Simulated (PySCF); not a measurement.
From computed data to an observable: chemical shift, span and skew from a shielding tensor

(E)-1-bromo-2-chloro-1-fluoroethene (C2HBrClF), SMILES F/C(Br)=C\Cl. Atoms are numbered in the order given.

```xyz
6

F     -1.5607     0.3731     0.0000
C     -0.2619     0.1389     0.0000
Br     0.1797    -1.6781     0.0000
C      0.6553     1.1050     0.0000
Cl     0.2161     2.7669     0.0000
H      1.7207     0.8755     0.0000
```

The structure is a stationary point at ωB97X-D3(BJ)/def2-SVP.

GIAO shieldings from PBE/pcSseg-1 run with PySCF, non-relativistic, no solvent. The symmetric part of the tensor of F1 has the principal values 145.7, 218.4, 297.9 ppm. The same nucleus in CFCl3 has σ = 133.6 ppm at this level (PySCF, at its B3LYP-D3(BJ)/def2-TZVP geometry). Without spin–orbit terms, shifts of atoms bonded to Cl or Br come out too high.

Task: Work out the isotropic shielding, the ¹⁹F shift against CFCl3, the span and the skew.

Result: 
σ(iso) = (σ11 + σ22 + σ33)/3 = 220.7 ppm. δ = σ(ref) − σ(iso) = 133.6 − (220.7) = -87.1 ppm.
Span Ω = σ33 − σ11 = 152.2 ppm. Skew κ = 3(σ(iso) − σ22)/Ω = 0.04. Tumbling in solution averages the tensor to δ; in a static solid the shielding alone would spread this spin-1/2 line over Ω.
